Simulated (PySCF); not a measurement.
Tl⁷⁹⁺ (thallium, charge +79): Hartree-Fock from Schrödinger to Dirac-Coulomb-Breit

Occupied: 1s1/2. Hartree-Fock calculated with PySCF 2.14 in an even-tempered Gaussian basis (15 s from 24 bohr⁻², ratio 2.7; 13 p from 28 bohr⁻², ratio 2.7), Gaussian nucleus throughout. NR is non-relativistic, sf-X2C the spin-free one-electron X2C Hamiltonian, X2C adds the bare one-electron spin-orbit term, X2C-SNSO screens it by Boettger's factors, DC is four-component Dirac-Coulomb, and the Gaunt and Breit terms are added at first order (total energies over the DC spinors, levels after relaxing the spinors in that mean field). QED terms are absent. Levels marked empty are virtual spinors of this ion.

```tsv
level (eV)	NR	sf-X2C	X2C	X2C-SNSO
1s1/2	-87885.2	-97050.2	-97050.2	-97050.2
2s1/2 (empty)	-21443.7	-24269.4	-24269.4	-24269.4
2p1/2 (empty)	-21292.6	-22376.2	-24083.2	-24057.2
2p3/2 (empty)	-21292.6	-22376.2	-21731.9	-21739.3
3s1/2 (empty)	-9465.8	-10455.6	-10455.6	-10455.6
```

Problem. Where do the four-component calculations put these levels?

Solution. 1s1/2: DC -97161.1, DC+Gaunt -96947.7, DC+Breit -96947.7; 2s1/2 (empty): DC -24282.7, DC+Gaunt -24257.9, DC+Breit -24261.0; 2p1/2 (empty): DC -24052.7, DC+Gaunt -24001.0, DC+Breit -24008.0; 2p3/2 (empty): DC -21747.4, DC+Gaunt -21723.5, DC+Breit -21730.4; 3s1/2 (empty): DC -10459.5, DC+Gaunt -10452.5, DC+Breit -10453.4 (eV).

| Hamiltonian | E (hartree) | E − E(DC) (hartree) | CPU seconds |
| --- | --- | --- | --- |
| NR | -6509.8372 | 690.0974 | 0.33 |
| sf-X2C | -7195.8311 | 4.1035 | 0.19 |
| X2C | -7195.8311 | 4.1035 | 0.19 |
| X2C-SNSO | -7195.8311 | 4.1035 | 0.19 |
| DC | -7199.9346 | 0.0000 | 3.3 |
| DC+Gaunt | -7192.0398 | 7.8948 | 5.2 |
| DC+Breit | -7192.0398 | 7.8948 | 50 |

Weight of the small component: 1s1/2 0.0958, 2s1/2 0.0238, 2p1/2 0.0237, 2p3/2 0.0214, 3s1/2 0.0104.

Koopmans' value for the highest occupied level at DC+Breit: 96947.7 eV, against an ionisation energy of 96783.2 ± 0.3 eV (theoretical estimate listed by NIST; NIST Atomic Spectra Database, ionization energies); the former lacks relaxation, correlation, QED and recoil.

The whole ladder took 60 s of wall time on 1 thread of Neoverse-N1 (shared host), launched as `OMP_NUM_THREADS=1 python relrun2.py TASK.json OUT` (a driver that calls PySCF for each Hamiltonian).
